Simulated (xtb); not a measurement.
singlet silylene (H2Si), singlet, geometry from GFN2-xTB. Base run: GFN2-xTB run with xtb.

Geometry (Å):
```xyz
3

Si    -0.0067    -0.0028     0.1228
H      0.0478     1.1317    -0.8341
H      0.0456    -1.0928    -0.8846
```
Charge 0, spin multiplicity 1.
All else is at xtb's defaults.
Base energy -2.66980 Eh.

Variants of this job, named by their change:

```json
[
 {"change": "base", "ΔE vs base (mEh)": "0.000", "HOMO-LUMO gap (eV)": "2.17", "dipole (D)": "0.41", "G_solv (kcal/mol)": "-", "SCF cycles": "10"},
 {"change": "alpb = acetonitrile", "ΔE vs base (mEh)": "3.001", "HOMO-LUMO gap (eV)": "2.19", "dipole (D)": "0.33", "G_solv (kcal/mol)": "1.77", "SCF cycles": "10"},
 {"change": "etemp = 1000", "ΔE vs base (mEh)": "0.000", "HOMO-LUMO gap (eV)": "2.17", "dipole (D)": "0.41", "G_solv (kcal/mol)": "-", "SCF cycles": "10"},
 {"change": "etemp = 10000", "ΔE vs base (mEh)": "[?]", "HOMO-LUMO gap (eV)": "[?]", "dipole (D)": "[?]", "G_solv (kcal/mol)": "-", "SCF cycles": "10"},
 {"change": "gbsa = toluene", "ΔE vs base (mEh)": "0.186", "HOMO-LUMO gap (eV)": "2.18", "dipole (D)": "0.38", "G_solv (kcal/mol)": "0.10", "SCF cycles": "10"},
 {"change": "gbsa = thf", "ΔE vs base (mEh)": "-0.445", "HOMO-LUMO gap (eV)": "2.20", "dipole (D)": "0.28", "G_solv (kcal/mol)": "-0.54", "SCF cycles": "10"},
 {"change": "file = coord", "ΔE vs base (mEh)": "0.000", "HOMO-LUMO gap (eV)": "2.17", "dipole (D)": "0.41", "G_solv (kcal/mol)": "-", "SCF cycles": "10"},
 {"change": "alpb = dmf", "ΔE vs base (mEh)": "2.284", "HOMO-LUMO gap (eV)": "2.19", "dipole (D)": "0.31", "G_solv (kcal/mol)": "1.27", "SCF cycles": "10"},
 {"change": "alpb = methanol", "ΔE vs base (mEh)": "1.462", "HOMO-LUMO gap (eV)": "2.19", "dipole (D)": "0.32", "G_solv (kcal/mol)": "0.78", "SCF cycles": "10"}
]
```

### Question
Fill in the missing entries.

### Answer

- etemp = 10000, ΔE vs base (mEh): -37.606
- etemp = 10000, HOMO-LUMO gap (eV): 1.92
- etemp = 10000, dipole (D): 0.15

ALPB and GBSA are two models with their own fitted parameters for each solvent, which aren't always the measured dielectric constant.
